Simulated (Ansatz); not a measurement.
Molecule: sum formula SiCl2F, charge 0, multiplicity 2. It need not be the lowest isomer of its formula. 
Geometry from a B3LYP-D3(BJ)/def2-TZVP (Ansatz, an electronic-structure program) optimisation:
SMILES: Cl[Si](F)Cl
```xyz
4

Si    -0.0174    -0.5502     0.2429
F     -0.1716    -1.4749    -1.0483
Cl    -1.6276     0.7247     0.3009
Cl     1.7328     0.5092     0.0540
```
Charge 0, spin multiplicity 2.

Computed values are from Ansatz. Cores are frozen in the correlated levels unless marked. Open shells are spin-unrestricted. Spin-orbit coupling is left out. Non-relativistic. CBS(X,Y): correlation extrapolated as X^-3; Hartree-Fock from the larger set. [CCSD(T)-MP2]/basis is that difference in the basis named.

What is the dipole moment at CCSD(T)/aug-cc-pV(D+d)Z?

0.88 D.

What is the T1 diagnostic at CCSD/cc-pwCVTZ?

0.013.

What is the total energy at RI-MP2/CBS(cc-pV(T+d)Z,cc-pV(Q+d)Z)+[CCSD(T)-MP2]/cc-pV(T+d)Z?

-1308.5272 Eh.

What is the atomisation energy De at RI-MP2/CBS(cc-pV(T+d)Z,cc-pV(Q+d)Z)+[CCSD(T)-MP2]/cc-pV(T+d)Z?

318.0 kcal/mol.
